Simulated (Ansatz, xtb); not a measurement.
**Relaxing a trial structure of ClF2GeH3Si**

The starting geometry of this gas-phase singlet has its atoms placed at random.

```xyz
8

Cl   -0.7090    0.8891    0.1972
F     0.8030    0.1479    1.5884
F     0.1587    0.9680   -1.6333
Ge    1.1313   -0.6176   -1.1476
Si   -0.8142   -0.3456   -1.8516
H     0.6520    1.0144    0.8289
H    -1.4607    0.0018   -0.1734
H     1.5603   -0.0484    0.8127
```

Question: Guess where an optimisation with r2SCAN-D4/def2-SVP ends from this start.

Answer: It loosens into ClFGeH2Si + FH, which stay close as a complex. Distances that change by over a tenth: Cl1–Si5 (2.39 → 2.14 Å), F2–H8 (1.10 → 2.45 Å), Ge4–Si5 (2.09 → 2.86 Å). Contacts that open: Cl1–H6 (1.51 → 2.26 Å), Cl1–H7 (1.22 → 2.96 Å). Contacts that close: F2–H6 (1.16 → 0.93 Å), Ge4–H7 (2.84 → 1.75 Å), Ge4–H8 (2.09 → 1.58 Å), Si5–H7 (1.83 → 1.74 Å).

The energy falls by 11.48 eV over 23 steps:

| step | E − E(last) (eV) |
| --- | --- |
| 1 | 11.482 |
| 3 | 5.734 |
| 6 | 3.315 |
| 8 | 2.766 |
| 11 | 1.425 |
| 13 | 0.451 |
| 16 | 0.040 |
| 18 | 0.004 |
| 21 | 0.000 |
| 23 | 0.000 |

Final geometry (Å):

| atom | x (Å) | y (Å) | z (Å) |
| --- | --- | --- | --- |
| Cl | -1.2924 | 1.4451 | 0.2459 |
| F | 1.0734 | 0.8766 | 2.3145 |
| F | 0.3530 | 0.6723 | -2.0788 |
| Ge | 1.2306 | -1.0125 | -1.2162 |
| Si | -1.2977 | 0.2759 | -1.5458 |
| H | 0.4023 | 1.0949 | 1.7069 |
| H | -0.4911 | -1.1432 | -0.9403 |
| H | 1.3435 | -0.1995 | 0.1351 |

From the same start GFN2-xTB ends elsewhere, in pieces: F2GeH2Si + ClH.

From so rough a start the end depends on the optimiser's path, so another program may land elsewhere. No frequencies were run, so the end isn't proven a minimum. Run with Ansatz 0.2.0, 52 s on 2 threads of Intel(R) Xeon(R) 6975P-C (Granite Rapids), on a shared host.
